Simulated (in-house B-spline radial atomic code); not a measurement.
Ionising Pm2+ with different functionals

Computed with a radial B-spline atomic code at the basis-set limit: four-component Dirac-Coulomb Hamiltonian, Fermi nucleus of rms radius 4.962 fm, spin-restricted, spherical fractional occupations for the functionals. The ionisation energy is the difference of two self-consistent energies, [Xe] 4f5 → [Xe] 4f4, without Breit or QED terms; ε is the level of the shell that loses the electron (mean over j). The electron is taken from both j subshells in proportion to 2j + 1, so the result is a j average, not the step between ground levels.

Hybrids are left out here: with spherical fractional occupations of an open shell their exact exchange keeps a self-interaction that integer-occupation calculations don't have.

| method | rung | ΔSCF (eV) | -ε(4f) (eV) |
| --- | --- | --- | --- |
| LDA VWN5 | LDA | 23.46 | 15.47 |
| relativistic LDA | LDA | 23.59 | 15.58 |
| LDA PW92 | LDA | 23.45 | 15.46 |
| LDA exchange-only | LDA | 21.77 | 13.90 |
| PBE | GGA | 23.14 | 15.17 |
| PBEsol | GGA | 23.18 | 15.20 |
| BLYP | GGA | 22.97 | 15.04 |
| RPBE | GGA | 23.07 | 15.12 |
| PW91 | GGA | 23.23 | 15.27 |
| BP86 | GGA | 23.23 | 15.26 |
| AM05 | GGA | 23.20 | 15.21 |
| OLYP | GGA | 23.43 | 15.39 |

Q: How do they compare with the NIST value?

A: NIST lists 22.44 eV ± 0.08 (semi-empirical, ground level to ground level). Errors run from -0.67 to +1.15 eV; BLYP is closest (+0.53 eV), but part of that can be cancellation, since the calculations leave out Breit-QED terms, spin polarisation, the choice among j levels, multiplet and fine-structure energies.
